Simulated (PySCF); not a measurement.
## How strongly Zr binds etchant and ambient atoms

CCSD(T) in PySCF with def2-TZVPPD on every atom (core potentials on Zr), for the lowest determinant that a PBE0 search found; no spin–orbit coupling. D0 is De less the harmonic zero-point energy.

```tsv
X	state of ZrX	D0(ZrX) (eV)	D0(X₂) (eV)
H	quartet (σ ↑, π ↑, δ ↑)	2.29	4.43
F	quartet (σ ↑, δ ↑↑)	5.99	1.46
Cl	quartet (σ ↑, δ ↑↑)	4.40	2.30
O	triplet (σ ↑, δ ↑)	7.52	4.85
```

Q: Give the energy of Zr + X₂ → ZrX + X at 0 K for each X.

A: H: 4.43 − 2.29 = +2.14 eV; F: 1.46 − 5.99 = -4.53 eV; Cl: 2.30 − 4.40 = -2.10 eV; O: 4.85 − 7.52 = -2.67 eV (CCSD(T)/def2-TZVPPD; negative means exothermic).

Q: Does an atom of Cl displace O from ZrO?

A: ZrO + Cl → ZrCl + O has ΔE = 7.52 − 4.40 = +3.12 eV at CCSD(T)/def2-TZVPPD, so it is uphill.

Gas-phase diatomics only hint at surface chemistry, where an atom holds several bonds.

Correlated steps freeze the inner cores (0 to 10 orbitals); shallow outer-core shells are correlated. These are scalar-relativistic numbers at best; spin–orbit coupling would shift them, the dissociation energy most. Where the molecule has an RHF reference, its open-shell atoms are computed with UHF. States were picked by a PBE0 search and need not be the measured ground states. With d or f electrons several states lie close, and the lowest PBE0 determinant need not be the measured ground state.
